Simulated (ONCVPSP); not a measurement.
## Which change was made? (Zr, ONCV)

Zr (Z = 40), optimised norm-conserving Vanderbilt (ONCV), made with ONCVPSP 4.0.1 (PBE, scalar-relativistic). Core [Ar] 3d10, reference 4s2 4p6 4d2 5s2. Waves: 4s+5s: rc 2.00 bohr, ncon 4, nbas 8, qcut 5.6 1/bohr, 2 projectors; 4p: rc 2.05 bohr, ncon 4, nbas 9, qcut 8.5 1/bohr, 2 projectors, debl 3.1 Ha; 4d: rc 2.25 bohr, ncon 4, nbas 9, qcut 8 1/bohr, 2 projectors, debl 3 Ha; f scattering state at 0.15 Ha: rc 2.30 bohr, ncon 3, nbas 6, qcut 4.2 1/bohr, 3 projectors, debl 3.5 Ha. Local part: polynomial inside 1.25 bohr (lpopt 5, dvloc0 4 Ha). Core correction: none.

Cutoffs, loose and tight: the cutoffs (Ha) at which the residual kinetic energy of the hardest occupied pseudo-wave falls to 1 and 0.1 mHa per electron. They do not see the model core or the augmentation charge, which bear on the density cutoff. Test errors are all-electron minus pseudo excitation energies from the reference, over the configurations 4s2 4p6 4d2 5s1; 4s2 4p6 4d2 5s0; 4s2 4p6 4d1 5s0; 4s1 4p6 4d2 5s2; variants that change the core or the reference have their own tests.

The base gives: outcome: generated; cutoff, loose: 15 Ha; cutoff, tight: 20 Ha; bound ghosts: none; GHOST(+) flags above zero: none; largest test error (meV): -184.

After one change the result is: outcome: generated; cutoff, loose: 51 Ha; cutoff, tight: 56 Ha; bound ghosts: p; GHOST(+) flags above zero: none; largest test error (meV): -32. Which change was it?
A. p: qcut 11.5
B. p: qcut 12.6
C. p: qcut 10.3

B. The others give: p: qcut 10.3 → outcome: generated; cutoff, loose: 29 Ha; cutoff, tight: 35 Ha; bound ghosts: none; GHOST(+) flags above zero: none; largest test error (meV): -181 | p: qcut 11.5 → outcome: generated; cutoff, loose: 39 Ha; cutoff, tight: 45 Ha; bound ghosts: p; GHOST(+) flags above zero: none; largest test error (meV): -11.
